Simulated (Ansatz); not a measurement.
Ansatz (an electronic-structure program) input:

Ansatz 0.2 input:
```yaml
crystal:
  periodic: [false, false, false]
  atoms:
    - {symbol: Pb, position_ang: [0.43926142, 0.42845029, 0.41729630]}
    - {symbol: H, position_ang: [1.16476387, -0.83409898, -0.81100530]}
    - {symbol: H, position_ang: [-0.78675811, 1.21839393, -0.80861139]}
    - {symbol: H, position_ang: [-0.81542727, -0.76291671, 1.21448616]}
basis:
  gaussian:
    orbitals: def2-TZVP
hamiltonian:
  xc: b3lyp
  dispersion: d3bj
total_charge: -1
relax: {f_tol: 0.002, max_steps: 150}
```

Problem. Predict the final energy.

Solution. -194.74844 Eh (B3LYP-D3(BJ)/def2-TZVP). The basis has 68 functions.

Whether it binds its extra electron was not tested at this geometry.
